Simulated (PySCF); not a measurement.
SMILES C#Cc1ccc(C=O)s1, GFN2-xTB optimised geometry.

```
13

C     -1.95    -2.89     0.00
C     -1.23    -1.93     0.00
C     -0.39    -0.81     0.00
C      0.99    -0.81     0.00
C      1.52     0.48     0.00
C      0.56     1.47     0.00
C      0.76     2.89     0.00
O     -0.11     3.73     0.00
S     -1.04     0.80     0.00
H     -2.58    -3.73     0.00
H      1.57    -1.71     0.00
H      2.58     0.69     0.00
H      1.83     3.18     0.00
```

Density from PySCF with B3LYP/def2-TZVP at that geometry.

Minimum of the electron density along straight lines between bonded atoms, close to the bond critical point (lines longer than 1.1 times the sum of covalent radii, or with two minima, are not listed):

```csv
bond,length / Å,ρ at the minimum / e bohr⁻³,∇²ρ there / e bohr⁻⁵,position (fraction from the first atom)
C1–C2,1.203,0.421,-1.23,0.49
C2–C3,1.398,0.308,-0.92,0.52
C3–C4,1.379,0.324,-0.95,0.52
C4–C5,1.394,0.318,-0.94,0.50
C5–C6,1.379,0.325,-0.95,0.49
C6–C7,1.441,0.297,-0.87,0.51
C7–O8,1.207,0.425,-0.15,0.34
C3–S9,1.730,0.214,-0.44,0.49
C6–S9,1.737,0.212,-0.43,0.48
C1–H10,1.049,0.302,-1.16,0.66
C4–H11,1.075,0.292,-1.06,0.65
C5–H12,1.076,0.291,-1.06,0.65
C7–H13,1.109,0.279,-0.98,0.65
```
